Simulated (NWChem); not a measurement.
# C₂H₃Cl₃; SMILES ClC(C)(Cl)Cl

```xyz
8

C      0.0000     0.0000     1.7589
C      0.0000     0.0000     0.2491
Cl    -0.1651     1.6670    -0.3612
Cl    -1.3611    -0.9765    -0.3612
Cl     1.5262    -0.6905    -0.3612
H      0.8417     0.6040     2.1245
H      0.1022    -1.0309     2.1245
H     -0.9439     0.4269     2.1245
```
Atoms are numbered in this order, from 1.

All runs: NWChem. Pople sets run with spherical d functions. The geometry was optimised at PBE0/def2-SVP. B3LYP is NWChem's, with the RPA form of VWN correlation.

Task: Estimate the computed values for B3LYP/6-311++G**. Quantities: highest occupied level (eV); orbital gap (eV); dipole (D).

Result: 
```json
{
 "highest occupied level (eV)": "-8.50",
 "orbital gap (eV)": "7.28",
 "dipole (D)": "1.93"
}
```
